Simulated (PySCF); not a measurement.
C₄H₄OSe, SMILES C1([Se]CC1=C)=O.

Coordinates come from a PBE0-D3(BJ)/def2-SVP optimisation. The structure was generated by enumeration, and PubChem lists no compound with its InChIKey, so it may never have been made.

Two levels are set side by side: PBE/def2-TZVP (PySCF) and CAM-B3LYP/def2-TZVP (PySCF). Same geometry, gas phase. Differences are taken from unrounded values.

| quantity | CAM-B3LYP |
|---|---|
| orbital gap (eV) | 7.36 |
| highest occupied level (eV) | -8.33 |
| lowest empty level (eV) | -0.96 |
| dipole moment (D) | 3.61 |
| mean polarisability (bohr³) | 75.3 |

Question: What does PBE give, and how far is it from CAM-B3LYP? (Estimate from the structure and the level; the computed values follow.)

Answer: 
| quantity | PBE | PBE minus CAM-B3LYP |
|---|---|---|
| orbital gap (eV) | 3.04 | -4.32 |
| highest occupied level (eV) | -5.99 | 2.34 |
| lowest empty level (eV) | -2.94 | -1.98 |
| dipole moment (D) | 3.35 | -0.26 |
| mean polarisability (bohr³) | 78.4 | 3.1 |

Without exact exchange PBE keeps part of each electron's self-repulsion, which lifts occupied levels and narrows the gap. Loosely held outer electrons make PBE densities more polarisable. Differences between two approximate levels are no errors against the true value.

Rough cost on one machine, each run with all the roots and properties that it gave: CAM-B3LYP against PBE within a factor of 2.
